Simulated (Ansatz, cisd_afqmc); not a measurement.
Species: Ni, charge 0, triplet.

Total energies in cc-pwCVTZ-DK, 18 correlated electrons, 5 frozen orbitals. Radicals and triplets start from unrestricted determinants; spin-orbit coupling is neglected. The -DK rows use spin-free X2C, correlate 3s3p of the metal (1s2s2p frozen) and give its partners the cc-pVXZ-DK valence sets. The Monte Carlo rows (phaseless AFQMC, CISD trial, step 0.005/hartree) carry one-sigma bars that omit the constraint's bias. Outlying blocks are dropped, and bars are widened where a walk drifts. Over all cases where full CI ran beside it in this data, AFQMC minus full CI had a median of +0.1 mEh and passed +0.4 mEh in a tenth of the cases. Open-shell metal atoms are single determinants, not pure terms.

| method | program | energy (Eh) | minus CCSDT(Q) (mEh) |
|---|---|---|---|
| HF | Ansatz | -1519.10679 | 773.62 |
| MP2 | Ansatz | -1519.90303 | -22.62 |
| CCSD | Ansatz | -1519.86028 | 20.12 |
| CCSD(T) | Ansatz | -1519.88090 | -0.50 |
| CCSDT(Q) | Ansatz | -1519.88041 | 0.00 |
| AFQMC/CISD | cisd_afqmc | -1519.8785 ± 0.0004 | 1.9 ± 0.4 |

Ansatz is a program for electronic structure.
